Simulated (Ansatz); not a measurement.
`[SiH3][SiH](Cl)Br` → `Cl[Si]Br` + SiH₄ at 400 K and 1 bar (silylene formation by 1,1-elimination).

Computed with Ansatz on PBE0-D4/def2-TZVP structures; ΔE is electronic, products minus reactants. CCSD(T)/CBS adds triple-zeta CCSD(T) − MP2 to the extrapolated MP2 energy (def2 sets, frozen cores). This one scheme is used for every species. For Br outer-core shells are correlated without core-valence functions, which leaves a few kJ/mol of doubt a bond. Scalar relativity is left out up to krypton.

| species | CCSD(T)/CBS energy (Eh) | H − E (kJ/mol) | S (J/(mol·K)) |
| --- | --- | --- | --- |
| `[SiH3][SiH](Cl)Br` | -3613.75019 | 129.1 | 400.2 |
| `Cl[Si]Br` | -3322.23177 | 24.9 | 315.2 |
| SiH₄ | -291.46306 | 96.9 | 218.6 |

H − E and S are ideal-gas, rigid-rotor, harmonic terms from PBE0-D4/def2-TZVP, for one conformer and one mirror image of each species. 1 Eh = 2625.50 kJ/mol, R = 8.31446 J/(mol·K).

By hand: ΔE, ΔH, ΔS and ΔG.

ΔE = (-3322.23177) + (-291.46306) − (-3613.75019) = 0.05536 Eh = 145.3 kJ/mol. Δ(H − E) = 24.9 + 96.9 − 129.1 = -7.3, so ΔH = 138.0 kJ/mol. ΔS = 315.2 + 218.6 − 400.2 = 133.6 J/(mol·K). ΔG = 138.0 − 400 × (133.6)/1000 = 84.6 kJ/mol.

By hand: the equilibrium constant, and the temperature at which ΔG would vanish if ΔH and ΔS stayed fixed.

log₁₀ K = −ΔG/(RT ln 10) = -11.0. ΔG = 0 at ΔH/ΔS = 1033 K.

The number of gas molecules changes by +1, which sets the sign of ΔS. A doubt of 5 kJ/mol in ΔE shifts log₁₀ K by 0.7 here. Other conformers and mirror images would add mixing entropy, several J/(mol·K) or more a flexible species. These are equilibria of isolated gas molecules and say nothing of rates. Largest T1 diagnostic: 0.011 (customary marks: 0.02 for closed shells, 0.045 for open ones).
